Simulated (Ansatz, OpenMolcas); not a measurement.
## C2H9NSi (SMILES CN(C)[SiH3]): the vertical ionisation energy, rung by rung

C2H9NSi has 13 atoms, charge 0, and is taken as a singlet. SMILES: `CN(C)[SiH3]`. The shape is that of a PBE0-D4/def2-TZVP optimisation.

Each level gives the vertical ionisation energy (to the doublet cation) (eV). The values are calculated.

| level | kind | program | value (eV) | less CCSD(T)/6-31G* |
| --- | --- | --- | --- | --- |
| SVWN5/6-31G* (spherical functions) | LDA | Ansatz | 8.18 | +0.13 |
| revPBE/6-31G* (spherical functions) | GGA | OpenMolcas | 8.05 | 0.00 |
| r2SCAN/6-31G* (spherical functions) | meta-GGA | OpenMolcas | 8.13 | +0.08 |
| r2SCAN0/6-31G* (spherical functions) | hybrid meta-GGA | Ansatz | 8.24 | +0.19 |
| CAM-B3LYP/6-31G* (spherical functions) | range-separated hybrid | Ansatz | 8.33 | +0.28 |
| B2PLYP/6-31G* (spherical functions) | double hybrid | Ansatz | 8.22 | +0.17 |
| RPA@PBE0/6-31G* (spherical functions) | RPA | Ansatz | 8.11 | +0.06 |
| CCSD(T)/6-31G* (spherical functions), open shells restricted | coupled cluster or CI | OpenMolcas | 8.05 | 0.00 |
| CCSD(T)/6-31G* (spherical functions) | coupled cluster or CI | Ansatz | 8.05 | 0.00 |
| CCSD/6-31G* (spherical functions) | coupled cluster or CI | Ansatz | 8.03 | -0.02 |

Differences are taken from CCSD(T)/6-31G* (spherical functions), open shells restricted for orientation; it has basis-set and higher-order errors of its own. The values span 8.03 to 8.33 eV.
